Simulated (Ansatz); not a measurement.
Mulliken charges of F3ISn, SMILES `[F][Sn]([F])([F])[I]` from B3LYP/def2-TZVPP in Ansatz (PBE0-D4/def2-TZVP geometry).

```tsv
atom	x (Å)	y (Å)	z (Å)	charge (e)
F1	-0.840	-0.547	1.628	-0.439
Sn2	0.016	-0.089	0.009	1.436
F3	1.802	-0.671	0.196	-0.439
F4	-0.748	-1.211	-1.304	-0.439
I5	-0.181	2.444	-0.571	-0.120
```

**Question.** By hand: the dipole of these point charges (1 e Å = 4.8032 D).

**Answer.** Σ q r = (-0.049, 0.645, -0.147) e Å, of length 0.663 e Å = 3.18 D.

**Question.** How does the dipole of the full density compare? (Estimate.)

**Answer.** Computed: (-0.052, 0.667, -0.153) e Å, 3.30 D; the point charges give 0.96 times that, at 0° from its direction.

Point charges leave out the atoms' own dipoles, such as those of lone pairs, and Mulliken's split depends on the basis, so the close match here is no proof of good charges.

B3LYP here is the variant with VWN-RPA as its local correlation; programs differ in this.
